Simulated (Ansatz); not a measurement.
A structure relaxed at PBE/def2-TZVP in Ansatz, charge 1, doublet:

Cartesian coordinates in Å:
```
Li 1.1827 1.7649 -3.0900
Li 1.1702 1.6174 -0.0804
Li 1.3358 1.9035 2.9261
Li 1.1417 -1.0025 -1.4599
Li 1.2217 -0.9199 1.4426
Li 1.5083 -3.6704 0.0834
Li -1.2620 0.7850 -1.4389
Li -1.1874 0.8724 1.4421
Li -1.2453 -1.7569 0.0782
Li -3.8655 0.4065 0.0968
```

(1) Give its formula and point group.

(2) Summarise the bond lengths by kind (pairs closer than 1.2 times the sum of covalent radii, bridged metal pairs left out).

Results:

(1) Li10⁺. Point group Cs (tolerance 0.1 Å).

(2) 16 × Li–Li 2.88 to 3.05 Å.
